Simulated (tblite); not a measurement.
Species: C₂H₈F₃NSi₂.
SMILES with atom numbers: `[F:1][C:2]([F:3])([F:4])[CH2:5][NH:6][SiH2:7][SiH3:8]` (hydrogens: H9, H10 on C5; H11 on N6; H12, H13 on Si7; H14, H15, H16 on Si8)

Geometry (GFN2-xTB, Å), atoms numbered from 1 in this order:
```
atom  x, y, z in Å
F1     3.643   -0.150    0.626
C2     2.349   -0.375    0.348
F3     2.288   -0.699   -0.950
F4     1.995   -1.475    1.033
C5     1.469    0.822    0.704
N6     0.075    0.535    0.590
Si7   -0.777    0.613   -0.920
Si8   -2.995    0.354   -0.363
H9     1.735    1.114    1.727
H10    1.728    1.633    0.021
H11   -0.221   -0.150    1.269
H12   -0.287   -0.348   -1.922
H13   -0.384    1.938   -1.419
H14   -3.794    0.229   -1.585
H15   -3.560    1.478    0.388
H16   -3.271   -0.843    0.441
```

Computed with GFN2-xTB (tblite): harmonic, unscaled wavenumbers at the GFN2-xTB geometry, gas phase. The method is semi-empirical: single wavenumbers can be off by several per cent or more. Modes of hydrogen on silicon can be 10 to 20 % off. One conformer, not necessarily the lowest.

Harmonic wavenumbers (cm⁻¹): 27.1, 32.1, 38.3, 76.5, 113.9, 207.6, 228.7, 337.8, 392.7, 398.5, 449.7, 468.5, 480.0, 488.4, 495.2, 520.5, 597.8, 605.6, 722.2, 787.9, 790.9, 801.1, 808.4, 822.7, 842.9, 932.1, 1064.0, 1078.6, 1166.1, 1174.4, 1196.6, 1297.7, 1378.8, 1439.8, 2157.9, 2196.1, 2219.8, 2240.8, 2249.2, 2924.6, 2994.7, 3447.4.

A = 3592, B = 563.4, C = 554.0 MHz; mass 159.015 u (most abundant isotopes); point group C1, symmetry number 1.

Q: What is the zero-point energy?

A: Half the sum of the wavenumbers: 21347 cm⁻¹ = 255.36 kJ/mol.

Q: Give the ideal-gas entropy at 298.15 K and 1 bar in the rigid-rotor, harmonic-oscillator model (classical rotation).

A: Translation 172.07, rotation 125.69, vibration 160.85: S = 458.6 J/(mol K).

Q: And Cp and H(298.15 K) − H(0)?

A: Cp = 177.71 J/(mol K), of which vibrations give 144.45 (their classical limit is 42 R = 349.2); H(298.15 K) − H(0) = 32.65 kJ/mol without the zero-point energy, 22.73 from vibrations.

Q: Which modes carry the vibrational entropy at 298.15 K?

A: 27.1 cm⁻¹: 25.23; 32.1 cm⁻¹: 23.83; 38.3 cm⁻¹: 22.36; 76.5 cm⁻¹: 16.65; 113.9 cm⁻¹: 13.39; 207.6 cm⁻¹: 8.64 J/(mol K); the other 36 give 50.74 together.

Q: How do the functions run with temperature in this model?

A: 
| T (K) | S (J/(mol K)) | Cp (J/(mol K)) | H − H(0) (kJ/mol) | G − H(0) (kJ/mol) | ln q(vib) |
| --- | --- | --- | --- | --- | --- |
| 100 | 323.1 | 85.8 | 6.41 | -25.91 | 3.71 |
| 200 | 396.8 | 133.5 | 17.31 | -62.05 | 7.10 |
| 300 | 459.7 | 178.5 | 32.98 | -104.93 | 10.23 |
| 500 | 566.9 | 241.3 | 75.50 | -207.97 | 16.15 |
| 800 | 693.0 | 293.8 | 156.58 | -397.83 | 24.05 |
| 1000 | 761.0 | 315.0 | 217.59 | -543.40 | 28.70 |

q(vib) and H(0) count from the zero-point level.

Hindered rotation and anharmonicity are outside this model. Other conformers, if any are populated, would add a mixing term that is left out. The structure is chiral; the term R ln 2 for an equal mix with its mirror image is left out.
